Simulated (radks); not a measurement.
Values are calculated unless marked as measured or tabulated.
A nucleus of charge 28.7 with 28 electrons, 28 electrons, occupied as [Ar] 3d8 4s2. Level of theory: scalar-relativistic Kohn-Sham, r2SCAN, spin-unpolarised, spherical densities, finite nucleus; meta-GGA in the generalised Kohn-Sham scheme; Fermi nuclear charge, rms radius 3.7757 fm (a radial shooting solver on a logarithmic mesh with Libxc functionals).

Unscreened Slater integrals over Kohn-Sham orbitals (hartree).

| integral | value |
|---|---|
| F0(4s,4s) | 0.36756 |
| F0(4s,3d) | 0.46704 |
| G2(4s,3d) | 0.050883 |
| F0(4s,3p) | 0.47572 |
| G1(4s,3p) | 0.025927 |
| F0(4s,3s) | 0.47732 |
| G0(4s,3s) | 0.018630 |
| F0(3d,3d) | 1.0235 |
| F2(3d,3d) | 0.46925 |
| F4(3d,3d) | 0.29120 |
| F0(3d,3p) | 1.1044 |
| F2(3d,3p) | 0.51912 |
| G1(3d,3p) | 0.64107 |
| G3(3d,3p) | 0.38877 |
| F0(3d,3s) | 1.1267 |
| G2(3d,3s) | 0.48643 |
| F0(3p,3p) | 1.2067 |
| F2(3p,3p) | 0.60359 |
| F0(3p,3s) | 1.2323 |
| G1(3p,3s) | 0.81631 |
| F0(3s,3s) | 1.2603 |

Derived for the open shells (J is the average intra-shell exchange parameter used in DFT+U). 3d: Racah B = F2/49 - 5 F4/441 = 0.006275 hartree, C = 35 F4/441 = 0.02311 hartree, C/B = 3.68, F4/F2 = 0.621, J = (F2 + F4)/14 = 0.05432 hartree.
